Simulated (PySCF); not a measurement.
Identify the compound

Molecular formula: C₇H₉ClNP. Simulated spectra:

¹H NMR (400 MHz, computed): δ 8.23 (m, 1H), 7.12 (m, 1H), 6.55 (m, 1H), 3.11 (s, 6H).

¹³C{¹H} NMR (computed): δ 172.0, 153.5, 136.1, 134.0, 116.3, 44.2.

Theory: PBE0-D3(BJ)/def2-SVP structure, σ from GIAO-PBE/pcSseg-1, in PySCF 2.14 (gas phase, one computed conformer, no relativistic terms, fast rotation and ring inversion assumed for equivalent nuclei).

Scale: ¹H (σref 31.20) and ¹³C (σref 180.03) against TMS (reference shieldings calculated alike).

Q: What is the structure?

A: 
- 6 carbon signals for 7 carbons: some carbons are equivalent by symmetry or fast rotation.
- Carbon types of the structure: 2 × C, 3 × CH, 2 × CH3, which accounts for all hydrogens.
- δC 172.0: ring carbon next to a ring phosphorus.
- δC 153.5: ring CH next to a ring phosphorus.
- δC 136.1: aromatic carbon bearing chlorine.
- δC 134.0, 116.3: aromatic CH.
- δC 44.2: methyl carbon bonded to N; deshielded by the electronegative neighbour.
- δH 7.12, 6.55: hydrogen on an aromatic CH.
- δH 3.11: hydrogen on a methyl carbon bonded to N; its carbon carries N, hence the downfield position.

These data were computed for `InChI=1S/C7H9ClNP/c1-9(2)7-4-3-6(8)5-10-7/h3-5H,1-2H3`.

The data come from this structure; uniqueness wasn't tested.

Carbons that carry Cl, above all several Cl atoms, come out too deshielded, partly because spin–orbit coupling is missing. Splittings by ³¹P in the carbon and heteronuclear signals aren't shown, as no couplings were computed. Shifts are as computed. Against solution values, carbons near 30 ppm lie about +2 ppm off and those near 130 ppm about +2 ppm (rms about the fit 1.8 ppm; single classes can miss by 10 ppm). Of 1328 compounds with measured shifts, 309 miss one by over three times the rms of a fit or turn the order of signals round; such compounds aren't used in these exercises. Signals without a measured value on file couldn't be tested in this way. Multiplicities follow the n + 1 count of equivalent neighbours, as no J values were calculated; m marks all less simple cases, F and P coupling included.
